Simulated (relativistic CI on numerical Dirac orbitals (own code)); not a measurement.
**Inner-shell lines of Tb XLI**

These numbers are calculated, not measured: Dirac-Coulomb-Breit CI, KLI orbitals optimised for each configuration, model QED, valence Slater integrals scaled by 0.85 (own radial code, finite nucleus).

Configurations in the expansion (outside the closed core 1s2 2p6 3s2 3p6): 2s²3d⁷, 2s3d⁷4p. Levels of other configurations are missing.

The table holds the strongest lines. The upper levels have an inner-shell vacancy. Auger decay, open to those above the ionisation limit, is not computed, and radiative decays to configurations outside the model are missing too. Absolute energies can be off by a few tenths of a per cent, and at this charge the scaling can make term splittings too narrow, so close lines can change order. LS names give the leading component, which can be well under half, for lower levels too. Brackets number the levels in order of energy.

| E (eV) | Upper | Lower | A (s⁻¹) | gA (s⁻¹) |
| --- | --- | --- | --- | --- |
| 8893.4 | 2s3d⁷4p ⁴G°11/2 [21] | 2s²3d⁷ ⁴F9/2 [1] | 5.20e+13 | 6.24e+14 |
| 8898.4 | 2s3d⁷4p ²H°11/2 [36] | 2s²3d⁷ ²H9/2 [5] | 4.87e+13 | 5.85e+14 |
| 8898.9 | 2s3d⁷4p ²I°13/2 [40] | 2s²3d⁷ ²H11/2 [9] | 5.49e+13 | 7.69e+14 |
| 8902.6 | 2s3d⁷4p ²G°9/2 [53] | 2s²3d⁷ ²G7/2 [10] | 4.22e+13 | 4.22e+14 |
| 8905.2 | 2s3d⁷4p ²I°11/2 [98] | 2s²3d⁷ ²H9/2 [15] | 5.26e+13 | 6.31e+14 |
| 8955.1 | 2s3d⁷4p ⁴D°7/2 [62] | 2s²3d⁷ ⁴F9/2 [1] | 5.36e+13 | 4.29e+14 |
| 8957.4 | 2s3d⁷4p ⁴F°9/2 [119] | 2s²3d⁷ ²H9/2 [5] | 4.33e+13 | 4.33e+14 |
| 8958.8 | 2s3d⁷4p ²G°9/2 [131] | 2s²3d⁷ ²H11/2 [9] | 5.79e+13 | 5.79e+14 |
| 8958.8 | 2s3d⁷4p ⁴G°9/2 [109] | 2s²3d⁷ ⁴F7/2 [4] | 4.43e+13 | 4.43e+14 |
| 8959.2 | 2s3d⁷4p ²G°7/2 [121] | 2s²3d⁷ ²H9/2 [5] | 5.92e+13 | 4.74e+14 |
| 8960.5 | 2s3d⁷4p ²G°9/2 [147] | 2s²3d⁷ ²G7/2 [10] | 4.50e+13 | 4.50e+14 |
| 8962.6 | 2s3d⁷4p ²F°7/2 [86] | 2s²3d⁷ ²D5/2 [3] | 5.21e+13 | 4.17e+14 |
| 8964.3 | 2s3d⁷4p ²H°9/2 [201] | 2s²3d⁷ ²H9/2 [15] | 6.02e+13 | 6.02e+14 |
| 8964.6 | 2s3d⁷4p ⁴G°11/2 [67] | 2s²3d⁷ ⁴F9/2 [1] | 5.81e+13 | 6.97e+14 |
| 8964.6 | 2s3d⁷4p ²I°13/2 [144] | 2s²3d⁷ ²H11/2 [9] | 5.97e+13 | 8.36e+14 |
| 8964.8 | 2s3d⁷4p ²F°7/2 [171] | 2s²3d⁷ ²F5/2 [11] | 5.21e+13 | 4.17e+14 |
| 8965.5 | 2s3d⁷4p ²H°11/2 [203] | 2s²3d⁷ ²H9/2 [15] | 5.60e+13 | 6.72e+14 |
| 8965.9 | 2s3d⁷4p ²G°9/2 [208] | 2s²3d⁷ ²F7/2 [17] | 5.44e+13 | 5.44e+14 |
| 8967.9 | 2s3d⁷4p ²H°11/2 [157] | 2s²3d⁷ ²H11/2 [9] | 3.61e+13 | 4.33e+14 |
| 8968.2 | 2s3d⁷4p ²F°5/2 [229] | 2s²3d⁷ ²D3/2 [19] | 7.78e+13 | 4.67e+14 |
